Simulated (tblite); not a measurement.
Species: C₂H₁₁GeNSi.
SMILES with atom numbers: `[CH3:1][SiH:2]([CH3:3])[NH:4][GeH3:5]` (hydrogens: H6, H7, H8 on C1; H9 on Si2; H10, H11, H12 on C3; H13 on N4; H14, H15, H16 on Ge5)

Cartesian coordinates in Å at the GFN2-xTB level; atoms count from 1:
```
atom  x, y, z in Å
C1    -1.8526    1.3119   -0.6729
Si2   -0.6448    0.3372    0.4194
C3    -0.8443   -1.5370    0.2127
N4     0.9703    0.7184   -0.0924
Ge5    2.4545   -0.2911    0.1502
H6    -2.8775    1.0872   -0.3985
H7    -1.7314    1.0727   -1.7249
H8    -1.7122    2.3821   -0.5590
H9    -0.8529    0.7021    1.8380
H10   -1.8044   -1.8847    0.5800
H11   -0.0664   -2.0577    0.7656
H12   -0.7596   -1.8314   -0.8294
H13    1.1335    1.6859   -0.3188
H14    2.3974   -1.4811   -0.7575
H15    2.5511   -0.7722    1.5683
H16    3.6318    0.5664   -0.1923
```

Calculated harmonic vibrations of the isolated species, GFN2-xTB (tblite), most abundant isotopes, no scaling. Against measured fundamentals such values can be off by several per cent, at times by over 20. Modes of hydrogen on germanium and silicon can be 10 to 20 % off. One conformer, not necessarily the lowest.

Harmonic wavenumbers (cm⁻¹): 47.3, 87.3, 101.1, 112.7, 134.6, 161.2, 202.7, 230.1, 255.4, 514.0, 562.4, 603.2, 642.6, 648.9, 697.2, 761.6, 769.0, 793.8, 815.0, 828.7, 837.5, 843.0, 854.2, 925.1, 1143.2, 1367.5, 1374.7, 1481.1, 1483.3, 1489.9, 1497.2, 1951.0, 2014.0, 2047.9, 2110.0, 3022.2, 3035.3, 3042.2, 3045.0, 3049.4, 3057.8, 3461.1.

A = 5009, B = 1102, C = 965.6 MHz; mass 150.987 u (most abundant isotopes); point group C1, symmetry number 1.

What is the zero-point energy?

Half the sum of the wavenumbers: 26051 cm⁻¹ = 311.64 kJ/mol.

What is S at 400 K and 1 bar for an ideal gas of classical rigid rotors and harmonic oscillators?

Translation 177.54, rotation 122.87, vibration 170.20: S = 470.6 J/(mol K).

And Cp and H(400 K) − H(0)?

Cp = 188.76 J/(mol K), of which vibrations give 155.51 (their classical limit is 42 R = 349.2); H(400 K) − H(0) = 47.35 kJ/mol without the zero-point energy, 34.04 from vibrations.

Blend soft modes into free rotors: weight 1/[1 + (100 cm⁻¹/ν̃)⁴] for the oscillator and the rest for a rotor with moment μB/(μ + B), μ = h/(8π²ν), B = 10⁻⁴⁴ kg m². What vibrational entropy results?

157.18 J/(mol K) in place of 170.20, which changes −T·S at 400 K by +5.21 kJ/mol.

How do the functions run with temperature in this model?

| T (K) | S (J/(mol K)) | Cp (J/(mol K)) | H − H(0) (kJ/mol) | G − H(0) (kJ/mol) | ln q(vib) |
| --- | --- | --- | --- | --- | --- |
| 150 | 333.2 | 102.6 | 10.54 | -39.44 | 3.41 |
| 250 | 394.0 | 139.0 | 22.60 | -75.90 | 6.26 |
| 298.15 | 420.0 | 156.4 | 29.71 | -95.50 | 7.57 |
| 600 | 556.7 | 236.1 | 90.13 | -243.89 | 15.14 |
| 900 | 661.9 | 282.5 | 168.46 | -427.28 | 21.73 |

q(vib) and H(0) count from the zero-point level.

Hindered rotation and anharmonicity are outside this model. Other conformers, if any are populated, would add a mixing term that is left out. The structure is chiral; the term R ln 2 for an equal mix with its mirror image is left out.
